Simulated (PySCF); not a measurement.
**BeGe⁻: one state, many levels of theory**

State: ⁴Σ⁻ (quartet), unpaired electrons σ ↑, π ↑↑. Set-up: basis Be aug-cc-pVDZ-DK, Ge aug-cc-pVDZ-DK; spin-free X2C with a Gaussian nucleus; PySCF 2.14. De refers to Be + Ge⁻ in their high-spin ground configurations, without counterpoise correction. The functionals are run spin-unrestricted. A positive dipole points towards Ge; it is taken about the centre of mass and depends on that origin.

```tsv
Level	Re (Å)	ωe (cm⁻¹)	De (eV)	μ (D)	CPU s a point (SCF and correlation, without the integrals)
UHF	2.242	415	n/a	2.50	0.33
UHF-MP2	2.237	478	1.31	n/a	0.62
UHF-SCS-MP2	2.267	449	1.19	n/a	n/a
PBE	2.235	461	1.76	4.24	1.2
revPBE	2.252	448	1.62	4.32	0.84
r²SCAN	2.217	481	1.80	3.72	1.7
B3LYP	2.232	457	1.54	3.94	1.5
PBE0	2.221	470	1.67	3.88	2
CAM-B3LYP	2.206	472	1.50	3.59	2.4
B2PLYP	2.233	467	1.47	3.46	1.3
```

Question: What does a quarter of exact exchange do here, going from PBE to PBE0?

Answer: PBE0 less PBE: -1.4 pm in Re, +2.0 % in ωe, -0.09 eV in De. Exact exchange removes part of the self-interaction that spreads semilocal densities, and in most molecules shortens and stiffens the bond and lowers De; so it does here.

Question: What does the step from GGA to meta-GGA do here, going from PBE to r²SCAN?

Answer: r²SCAN less PBE: -1.8 pm in Re, +4.3 % in ωe, +0.04 eV in De. 

Question: What does second-order correlation do here, going from UHF to UHF-MP2?

Answer: UHF-MP2 less UHF: -0.5 pm in Re, +15.2 % in ωe. Correlation nearly always deepens the well. The bond shortens, as in weak, metallic or heavy-atom bonds, where dispersion and the correlation of outer-core electrons pull the atoms together.

Correlated steps freeze 9 core orbitals. Correlated levels converge slowly with the basis: in double zeta they bind strong bonds too weakly, by up to about 1 eV, and carry superposition errors of some tenths. Spin–orbit coupling is left out. For an ion De counts to the pair picked by the measured ionisation energies or electron affinities, which need not be the lowest pair at this level. The highest Kohn–Sham level is positive in this anion. Much of that is self-interaction error, but it also means that the finite basis helps to hold the extra electron. B2PLYP dipoles, levels and charges come from its SCF part alone. The state was picked by a PBE0 search and need not be the measured ground state.

The whole job (state search and all levels along the bond) took about 4.4 min on 1 thread of Arm Neoverse N1 (shared host), peak memory 0.88 GiB.
